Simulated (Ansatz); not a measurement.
Frontier orbitals of `C[Si]1(C)CC1`.

Z-matrix (Å, degrees):
```
C
Si 1 1.864
H 1 1.093 2 111.2
H 1 1.093 2 111.2 3 120.2
H 1 1.092 2 110.2 3 -119.9
C 2 1.864 1 114.8 3 -60.1
C 2 1.842 1 119.2 3 148.9
C 2 1.842 1 119.2 3 90.8
H 6 1.093 2 111.2 1 -60.2
H 6 1.093 2 111.2 1 60.1
H 6 1.092 2 110.2 1 180.0
H 7 1.086 2 120.3 1 148.6
H 7 1.086 2 120.3 1 1.1
H 8 1.086 2 120.3 1 -1.1
H 8 1.086 2 120.3 1 -148.6
```

Total charge 0; spin multiplicity 1. The structure was optimised at the PBE0-D4/def2-TZVP level. Basis def2-TZVPP, Ansatz 0.2.0.

```json
{"functional": "LDA (SPW92)", "HOMO (eV)": "-5.40", "LUMO (eV)": "0.11", "gap (eV)": "5.51"}
{"functional": "PBE", "HOMO (eV)": "-5.29", "LUMO (eV)": "0.23", "gap (eV)": "5.52"}
{"functional": "r2SCAN", "HOMO (eV)": "-5.48", "LUMO (eV)": "0.97", "gap (eV)": "6.45"}
{"functional": "B97M-V", "HOMO (eV)": "-5.50", "LUMO (eV)": "0.35", "gap (eV)": "5.85"}
{"functional": "PBE0", "HOMO (eV)": "-6.43", "LUMO (eV)": "1.00", "gap (eV)": "7.43"}
{"functional": "CAM-B3LYP", "HOMO (eV)": "-7.78", "LUMO (eV)": "1.74", "gap (eV)": "9.52"}
{"functional": "ωB97M-V", "HOMO (eV)": "-8.63", "LUMO (eV)": "2.37", "gap (eV)": "11.00"}
```

From PBE to PBE0 the HOMO moves by −1.15 eV and the LUMO by +0.77 eV, and with ωB97M-V by −3.35 and +2.14 eV, so the gap grows from 5.51 to 11.00 eV with exact exchange. A positive LUMO is unbound and depends on the basis.
